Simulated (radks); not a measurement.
Results of a calculation; reference values are marked as such.
F III, configuration [He] 2s2 2p3.

Level of theory: non-relativistic Kohn-Sham, PBE, spin-polarised, spherical densities, point nucleus; open shells are filled with parallel spins first (a radial shooting solver on a logarithmic mesh with Libxc functionals).

Energy parts (hartree):
| part | energy |
|---|---|
| total | -97.72528 |
| kinetic | 97.55201 |
| electron-nucleus | -223.71132 |
| Hartree | 37.73554 |
| exchange-correlation | -9.30150 |

Orbitals (lengths in bohr, moments of r in powers of bohr):
| orbital | occ. | eigenvalue (hartree) | <r> |
|---|---|---|---|
| 1s up | 1 | -26.08038 | 0.1768 |
| 1s down | 1 | -25.97535 | 0.1761 |
| 2s up | 1 | -2.58507 | 0.9102 |
| 2s down | 1 | -2.32243 | 0.9378 |
| 2p up | 3 | -1.89523 | 0.8813 |
| 2p down | 0 | -1.62704 | 0.9279 |

The highest occupied level is 2p up at -51.572 eV. The electron density at the nucleus is 454.4 e/bohr^3. The density falls to 0.001 e/bohr^3 at r = 2.45 bohr.
